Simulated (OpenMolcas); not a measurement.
Mo4+ among 6 point charges of -1.5 e arranged as a tetragonal octahedron (D4h), 1.79 Å from the ion, with the axial distance 1.969 Å.
```
   1.7900    0.0000    0.0000  -1.50
   0.0000    1.7900    0.0000  -1.50
  -1.7900    0.0000    0.0000  -1.50
   0.0000   -1.7900    0.0000  -1.50
   0.0000    0.0000    1.9690  -1.50
   0.0000    0.0000   -1.9690  -1.50
```

```json
{
 "Program": "OpenMolcas",
 "Method": "SS-CASPT2, IPEA 0.25 Eh, imaginary shift 0.1 Eh (closed shells correlated: 4s 4p)",
 "Basis": "ANO-RCC-VDZP [6s5p3d1f]",
 "Scalar Hamiltonian": "DKH2, point nucleus",
 "Active space": "2 electrons in 5 orbitals (4d)",
 "State averaging": "2S+1 = 3 even, 10 roots; 2S+1 = 1 even, 15 roots",
 "Spin-orbit coupling": "state interaction with AMFI integrals over the reference wave functions"
}
```

(1) What is the spin-free ground state (labels of D4, the rotations of D4h)?

(2) Where is the first state of the same spin?

(3) What are the lowest two levels with spin-orbit coupling?

(4) What is χT at 300 K, and how does it compare with the textbook value?

Answers

(1) 3A2, 1-fold in its orbital part, 92 % from free-ion F terms; it has the highest spin that d2 allows.

(2) 3E at 2360 cm-1 above the ground state.

(3) A 1-fold level A1, then a 2-fold level E 200 cm-1 above it. Their leading multiplicities are 3 (100 %) and 3 (100 %).

(4) The lowest level has 2S+1 = 3, for which the spin-only value is χT = S(S+1) / 2 = 1.000 cm3 K/mol (g = 2). The computed 0.477 at 300 K differs by -0.523, through orbital momentum, spin-orbit coupling and any other state in reach.

Free-ion shares, where given, are those of the reference states; single-state CASPT2 does not remix them. Point charges carry no covalency, so the field is a model and not that of real ligands. No measured value stands beside these numbers.
